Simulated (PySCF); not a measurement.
PySCF input file for C₂H₆AlFO₂, SMILES [Al]([F])([OH])[O]CC, TDA-CAM-B3LYP/def2-SVPD. The structure is a stationary point at PBE-D3(BJ)/def2-SVP. The structure was generated by enumeration; whether it is a known compound was not checked. One conformer was computed; it need not be the lowest.

```python
import numpy as np
from pyscf import gto, scf, dft, tdscf

mol = gto.M(
    atom='''
    Al    0.52232005   -0.13959109    0.72117169
    F     1.72480890   -1.06742018    1.41727735
    O     0.31661285    1.50202042    1.15149043
    H     0.88905619    1.93600095    1.80338088
    O    -0.48882234   -0.89343311   -0.41827918
    C    -1.47651774   -0.40414724   -1.30191193
    C    -1.01999508    0.83097874   -2.07061307
    H    -1.73045291   -1.22139706   -2.01458686
    H    -2.41417445   -0.17196018   -0.74297095
    H    -0.10697815    0.60592638   -2.66024154
    H    -1.80435651    1.17918275   -2.77371280
    H    -0.78978216    1.66402540   -1.37313661
    ''',
    basis='def2-SVPD',
    charge=0,
    spin=0,
    max_memory=1600,
    verbose=4,
)
mf = dft.RKS(mol, xc='cam-b3lyp').density_fit(auxbasis='def2-universal-jkfit')
mf.grids.level = 3
mf.conv_tol = 1e-9
mf.max_cycle = 100
mf.kernel()
mf.grids = dft.Grids(mol).set(level=1).build(with_non0tab=True)  # coarser grid for the response kernel
td = tdscf.TDA(mf)
td.singlet = True
td.nstates = 10
td.conv_tol = 1e-4
td.positive_eig_threshold = 1e-6
td.kernel(x0=td.get_init_guess(mf, 15))
td.analyze()
tt = tdscf.TDA(mf)
tt.singlet = False
tt.nstates = 4
tt.conv_tol = 1e-4
tt.positive_eig_threshold = 1e-6
tt.kernel(x0=tt.get_init_guess(mf, 9))
tt.analyze(verbose=3)
```

Log of the run:

```
PySCF version 2.14.0

[INPUT] verbose = 4
[INPUT] num. atoms = 12
[INPUT] num. electrons = 56
[INPUT] charge = 0
[INPUT] spin (= nelec alpha-beta = 2S) = 0
[INPUT] symmetry False subgroup None
[INPUT] Mole.unit = angstrom
[INPUT] Symbol           X                Y                Z      unit          X                Y                Z       unit  Magmom
[INPUT]  1 Al     0.522320050000  -0.139591090000   0.721171690000 AA    0.987041843869  -0.263788929530   1.362816982890 Bohr   0.0
[INPUT]  2 F      1.724808900000  -1.067420180000   1.417277350000 AA    3.259416438212  -2.017131800034   2.678266034049 Bohr   0.0
[INPUT]  3 O      0.316612850000   1.502020420000   1.151490430000 AA    0.598311574018   2.838407227304   2.176001547758 Bohr   0.0
[INPUT]  4 H      0.889056190000   1.936000950000   1.803380880000 AA    1.680072708449   3.658511572398   3.407895961477 Bohr   0.0
[INPUT]  5 O     -0.488822340000  -0.893433110000  -0.418279180000 AA   -0.923740346169  -1.688343888518  -0.790433093808 Bohr   0.0
[INPUT]  6 C     -1.476517740000  -0.404147240000  -1.301911930000 AA   -2.790214146662  -0.763727597599  -2.460256986004 Bohr   0.0
[INPUT]  7 C     -1.019995080000   0.830978740000  -2.070613070000 AA   -1.927511349604   1.570322233936  -3.912891612245 Bohr   0.0
[INPUT]  8 H     -1.730452910000  -1.221397060000  -2.014586860000 AA   -3.270082071357  -2.308105932749  -3.807017419547 Bohr   0.0
[INPUT]  9 H     -2.414174450000  -0.171960180000  -0.742970950000 AA   -4.562128527422  -0.324957644531  -1.404011614008 Bohr   0.0
[INPUT] 10 H     -0.106978150000   0.605926380000  -2.660241540000 AA   -0.202159404813   1.145034909849  -5.027127935791 Bohr   0.0
[INPUT] 11 H     -1.804356510000   1.179182750000  -2.773712800000 AA   -3.409739634976   2.228332448311  -5.241557540201 Bohr   0.0
[INPUT] 12 H     -0.789782160000   1.664025400000  -1.373136610000 AA   -1.492471980467   3.144552270320  -2.594852124514 Bohr   0.0

nuclear repulsion = 298.100417065977
number of shells = 77
number of NR pGTOs = 261
number of NR cGTOs = 181
basis = def2-SVPD
ecp = {}


[settings echo left out]
init E= -572.455468668824
  HOMO = -0.35897212108679  LUMO = -0.100049492937931  gap/eV = 7.04564
cycle= 1 E= -572.103094479272  delta_E= 0.352  |g|= 1.07  |ddm|= 4.38
  HOMO = -0.227195127417064  LUMO = 0.00754805729152963  gap/eV = 6.38769
cycle= 2 E= -571.927630029852  delta_E= 0.175  |g|= 1.48  |ddm|= 3.17
  HOMO = -0.363692498850666  LUMO = -0.0121737236227584  gap/eV = 9.56531
cycle= 3 E= -572.318446180924  delta_E= -0.391  |g|= 0.0614  |ddm|= 1.77
  HOMO = -0.355993387498477  LUMO = -0.00941593044184552  gap/eV = 9.43085
cycle= 4 E= -572.319001720983  delta_E= -0.000556  |g|= 0.0404  |ddm|= 0.118
  HOMO = -0.35965303690773  LUMO = -0.0094483732852777  gap/eV = 9.52955
cycle= 5 E= -572.319303843121  delta_E= -0.000302  |g|= 0.0101  |ddm|= 0.0462
  HOMO = -0.35891858228705  LUMO = -0.00962611526687329  gap/eV = 9.50473
cycle= 6 E= -572.319321101615  delta_E= -1.73e-05  |g|= 0.00329  |ddm|= 0.0129
  HOMO = -0.35909848530649  LUMO = -0.00967671782006185  gap/eV = 9.50825
cycle= 7 E= -572.319323539246  delta_E= -2.44e-06  |g|= 0.000533  |ddm|= 0.00519
  HOMO = -0.359081869818323  LUMO = -0.00967654120760297  gap/eV = 9.50780
cycle= 8 E= -572.319323646323  delta_E= -1.07e-07  |g|= 0.000291  |ddm|= 0.00149
  HOMO = -0.359098686742795  LUMO = -0.00967653200220253  gap/eV = 9.50826
cycle= 9 E= -572.319323663015  delta_E= -1.67e-08  |g|= 7.19e-05  |ddm|= 0.000377
  HOMO = -0.359092189077757  LUMO = -0.00967830162601224  gap/eV = 9.50804
cycle= 10 E= -572.319323665097  delta_E= -2.08e-09  |g|= 1.12e-05  |ddm|= 0.000208
  HOMO = -0.359092353067598  LUMO = -0.00967748431141136  gap/eV = 9.50806
cycle= 11 E= -572.319323665166  delta_E= -6.88e-11  |g|= 4.66e-06  |ddm|= 4.38e-05
  HOMO = -0.359092780515564  LUMO = -0.00967787390313024  gap/eV = 9.50806
Extra cycle  E= -572.319323665168  delta_E= -2.16e-12  |g|= 4.87e-06  |ddm|= 1.8e-05
converged SCF energy = -572.319323665168
tot grids = 47208
Overwritten attributes  positive_eig_threshold  of <class 'pyscf.tdscf.rks.TDA'>


******** <class 'pyscf.tdscf.rks.TDA'> for <class 'pyscf.df.df_jk.DFRKS'> ********
nstates = 10 singlet
deg_eia_thresh = 1.000e-03
wfnsym = None
conv_tol = 0.0001
eigh lindep = 1e-12
eigh level_shift = 0
eigh max_cycle = 100


Excitation energies (eV)
[6.39133232 6.73327476 7.42299281 7.83148525 7.87170627 8.05913971
 8.33952046 8.63149794 8.81741229 9.03578301]

** Singlet excitation energies and oscillator strengths **
Excited State   1:      6.39133 eV    193.99 nm  f=0.0084
      27 -> 29       -0.13231
      28 -> 29        0.65055
      28 -> 32       -0.13884
Excited State   2:      6.73327 eV    184.14 nm  f=0.0199
      27 -> 29       -0.64971
      27 -> 32        0.14780
      28 -> 29       -0.13241
Excited State   3:      7.42299 eV    167.03 nm  f=0.0694
      26 -> 29        0.66517
Excited State   4:      7.83149 eV    158.32 nm  f=0.0178
      27 -> 30        0.40391
      28 -> 30        0.54260
Excited State   5:      7.87171 eV    157.51 nm  f=0.0607
      24 -> 29        0.12640
      25 -> 29       -0.65216
      26 -> 30        0.13489
Excited State   6:      8.05914 eV    153.84 nm  f=0.0551
      27 -> 30       -0.53489
      28 -> 30        0.36729
      28 -> 31        0.17012
Excited State   7:      8.33952 eV    148.67 nm  f=0.0184
      27 -> 31        0.13026
      28 -> 30       -0.15005
      28 -> 31        0.57469
      28 -> 32        0.22738
      28 -> 33       -0.13558
      28 -> 34        0.12527
Excited State   8:      8.63150 eV    143.64 nm  f=0.0271
      27 -> 31        0.61957
      27 -> 32        0.19602
      27 -> 33       -0.14794
      28 -> 31       -0.11736
Excited State   9:      8.81741 eV    140.61 nm  f=0.0148
      24 -> 29        0.15022
      26 -> 32       -0.20552
      28 -> 29        0.15047
      28 -> 31       -0.16893
      28 -> 32        0.50224
      28 -> 33        0.17869
      28 -> 34       -0.11637
      28 -> 35       -0.16483
Excited State  10:      9.03578 eV    137.21 nm  f=0.0465
      22 -> 29       -0.11328
      24 -> 29        0.44818
      26 -> 32        0.22889
      27 -> 29        0.12797
      27 -> 31       -0.10584
      27 -> 32        0.29122
      27 -> 34       -0.10149

** Transition electric dipole moments (AU) **
state          X           Y           Z        Dip. S.      Osc.
  1        -0.0997     -0.0137      0.2085      0.0536      0.0084
  2        -0.0904     -0.3000     -0.1498      0.1206      0.0199
  3        -0.3338     -0.1993      0.4798      0.3814      0.0694
  4         0.2656      0.0109      0.1481      0.0926      0.0178
  5        -0.3660      0.4027     -0.1371      0.3150      0.0607
  6         0.4687      0.1130      0.2161      0.2792      0.0551
  7         0.0021     -0.1809     -0.2395      0.0901      0.0184
  8        -0.2337     -0.0122     -0.2711      0.1282      0.0271
  9         0.2419      0.0880      0.0476      0.0685      0.0148
 10         0.1692      0.1264      0.4069      0.2102      0.0465

** Transition velocity dipole moments (imaginary part, AU) **
state          X           Y           Z        Dip. S.      Osc.
  1        -0.0050      0.0014      0.0304      0.0010      0.0027
  2        -0.0189     -0.0693     -0.0367      0.0065      0.0175
  3        -0.0598     -0.0385      0.1001      0.0151      0.0368
  4         0.0705     -0.0047      0.0257      0.0057      0.0131
  5        -0.0890      0.1134     -0.0331      0.0219      0.0504
  6         0.0938      0.0006      0.0659      0.0131      0.0296
  7         0.0123     -0.0425     -0.0695      0.0068      0.0148
  8        -0.0730     -0.0154     -0.0738      0.0110      0.0232
  9         0.0710      0.0203      0.0115      0.0056      0.0115
 10         0.0341      0.0255      0.1279      0.0182      0.0365

** Transition magnetic dipole moments (imaginary part, AU) **
state          X           Y           Z
  1         0.3343     -0.0526      0.1545
  2         0.0242     -0.0877      0.2166
  3        -0.5993      0.3852     -0.3223
  4         0.3434      0.2748     -0.1939
  5         0.6549      0.2412     -0.5516
  6         0.2905      0.3228     -0.5416
  7        -0.3170      0.5638     -0.3015
  8        -0.0094     -0.1271     -0.3450
  9        -0.2237     -0.2022     -0.2323
 10        -0.3218      0.1332      0.0610


******** <class 'pyscf.tdscf.rks.TDA'> for <class 'pyscf.df.df_jk.DFRKS'> ********
nstates = 4 triplet
deg_eia_thresh = 1.000e-03
wfnsym = None
conv_tol = 0.0001
eigh lindep = 1e-12
eigh level_shift = 0
eigh max_cycle = 100


Excitation energies (eV)
[6.11285648 6.45873496 6.94156851 7.251966  ]

** Triplet excitation energies and oscillator strengths **
Excited State   1:      6.11286 eV    202.83 nm  f=0.0000
Excited State   2:      6.45873 eV    191.96 nm  f=0.0000
Excited State   3:      6.94157 eV    178.61 nm  f=0.0000
Excited State   4:      7.25197 eV    170.97 nm  f=0.0000
```

The calculation finished and met its thresholds.

Cost: about 6 core-minutes (a rough figure).
